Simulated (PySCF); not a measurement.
# Relaxation of quartet PdH5

Level of theory: UPBE0 in PySCF with Pd def2-TZVP with ECP28, H def2-TZVP; scalar-relativistic core potentials, no spin–orbit coupling; density-fitted integrals. A (50,194) grid was used.

A start displaced from a saddle point along its imaginary mode, with no symmetry imposed:

```xyz
6
charge 0 multiplicity 4, angstrom
Pd   -0.0024    0.0020    0.0109
H     0.0590   -0.0500    1.7088
H     1.3975   -0.1000   -0.7280
H     0.1180    1.4375   -0.7022
H    -1.4408   -0.1000   -0.7001
H     0.1180   -1.4008   -0.7258
```

Question: What does it relax to?

Answer: It ends at Cs with H–H 0.792 Å, Pd–H 1.649 Å (×2), Pd–H 1.653 Å, Pd–H 1.898 Å (×2); H–H–Pd 78.0° (×2), H–Pd–H 24.1°, H–Pd–H 83.3° (×2), H–Pd–H 95.0° (×2), H–Pd–H 103.9° (×2), H–Pd–H 118.5°, H–Pd–H 120.0° (×2) (after a last refinement on a finer grid). The frequency run here used a shortcut that can spoil soft modes, so no verdict on minimum or saddle point is given. Other isomers or separated fragments may lie lower.

Question: How much energy is released, and in how many steps?

Answer: 100.9 kJ/mol in 22 steps.

With open d or f shells other occupations or spin states may lie lower.

The relaxation took of the order of 110 core-seconds on a shared host.
